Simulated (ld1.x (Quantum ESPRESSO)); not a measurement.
**carbon (C): excitation energies, all-electron against RRKJ**

* Element: carbon (C)
* Generator: ld1.x (Quantum ESPRESSO) 7.5
* Type: norm-conserving RRKJ (Kleinman–Bylander form)
* Functional: PBE
* Relativity: scalar-relativistic
* Frozen core: [He]
* Valence charge: 4
* Reference configuration: 2s2 2p0.5 (charge +1.5)
* Partial waves: 2s (bound): rc 1.00 bohr; 2p (bound): rc 1.30 bohr; 3d channel at -0.15 Ry: rc 1.20 bohr
* Local potential: all-electron potential smoothed inside 1.25 bohr (lloc = -1)
* Core correction: a·sin(br)/r model core inside 0.80 bohr

Energies are relative to the spin-unpolarised reference configuration 2s2 2p0.5; without spin polarisation the order of configurations can differ from experiment.

Task: Give the all-electron excitation energy and the error of the potential for: 2s2 2p2; 2s2 2p1; 2s2 2p0; 2s1 2p0; 2s0 2p4; 2s1 2p2; 2s2 2p2.3.

Result:

| valence configuration | charge | ΔE all-electron (eV) | error AE − PS (meV) |
| --- | --- | --- | --- |
| 2s2 2p2 | 0 | -21.093 | +30 |
| 2s2 2p1 | +1 | -10.232 | +8.1 |
| 2s2 2p0 | +2 | 13.924 | +17 |
| 2s1 2p0 | +3 | 62.119 | +106 |
| 2s0 2p4 | 0 | -4.118 | +98 |
| 2s1 2p2 | +1 | -1.478 | +35 |
| 2s2 2p2.3 | -0.3 | -22.252 | +33 |
